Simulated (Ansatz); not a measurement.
A nudged elastic band was laid between two geometries of CH4ClFSSi (9 atoms, charge 0, multiplicity 1).

These are results of RKS PBE-D4/STO-3G in Ansatz 0.2.0, not measurements.

```yaml
movable_images: 7
climbing_image: yes
spring: 5.0 eV/Å²
optimiser: quadratic models (default)
start_path: through a guess of the saddle point
force_threshold: 0.03 eV/Å
iteration_limit: 60
end_points: relaxed
```

Initial state:

```xyz
9
Properties=species:S:1:pos:R:3
F 1.842 0.307 1.032
C 1.440 0.458 -0.306
S 0.427 -0.973 -0.957
Si -1.296 -0.658 0.237
Cl -2.273 1.167 -0.270
H 2.335 0.516 -0.986
H 0.853 1.412 -0.429
H -2.239 -1.744 -0.001
H -0.999 -0.532 1.662
```

Final state:

```xyz
9
Properties=species:S:1:pos:R:3
F 1.507 -0.062 1.012
C 1.115 0.259 -0.280
S -0.215 -0.951 -0.946
Si -2.131 -0.328 0.390
Cl -1.812 1.775 -0.201
H 1.978 0.220 -1.001
H 0.580 1.252 -0.338
H 0.227 -2.016 -0.192
H -1.161 -0.195 1.539
```

Task: Which bonds break or form, and what moves?

Result: Bonds broken: Si4–H8. Bonds formed: S3–H8.

Task: Give the energies along the band, and the barrier.

Result: The run converged. The highest image is number 5 of 0 to 8, 2.95 eV above the first end and 0.96 eV above the last; the last end lies 1.99 eV above the first. Beside the main top the profile has a ripple of under 15 meV (maxima at images 2, 5), which may be a very shallow well or noise. Neighbouring images differ by up to 2.8 eV, so the band resolves the path poorly. A vibrational analysis at the climbing image gives one clearly imaginary mode, 771i cm⁻¹: a first-order saddle point. The orbitals stay closed-shell, which can raise the energy where a bond breaks towards radicals; this wasn't checked here. Limits of this set-up: minimal basis.

| image | path coordinate (Å) | energy (eV) | Si4–H8 (Å) | S3–H8 (Å) |
| --- | --- | --- | --- | --- |
| 0 | 0.00 | 0.00 | 1.46 | 2.94 |
| 1 | 1.30 | 0.07 | 1.46 | 2.90 |
| 2 | 2.59 | 0.07 | 1.46 | 2.90 |
| 3 | 3.89 | 0.06 | 1.46 | 2.97 |
| 4 | 5.19 | 0.20 | 1.46 | 2.93 |
| 5 | 6.48 | 2.95 | 1.64 | 1.67 |
| 6 | 7.86 | 2.13 | 2.81 | 1.37 |
| 7 | 9.24 | 2.02 | 2.89 | 1.38 |
| 8 | 10.61 | 1.99 | 2.96 | 1.38 |

Task: What is the geometry of the highest image?

Result: 
```xyz
9
Properties=species:S:1:pos:R:3
F 1.278 0.874 0.957
C 1.395 0.301 -0.317
S -0.235 0.142 -1.233
Si -1.568 -0.751 0.558
Cl -3.243 0.590 0.429
H 1.870 -0.718 -0.249
H 2.045 0.939 -0.978
H -0.757 -1.361 -0.725
H -0.696 -0.064 1.543
```

Run time: 7.2 min on 1 thread of Intel(R) Xeon(R) 6975P-C (Granite Rapids), with other jobs on the host, peak memory 0.11 GiB.
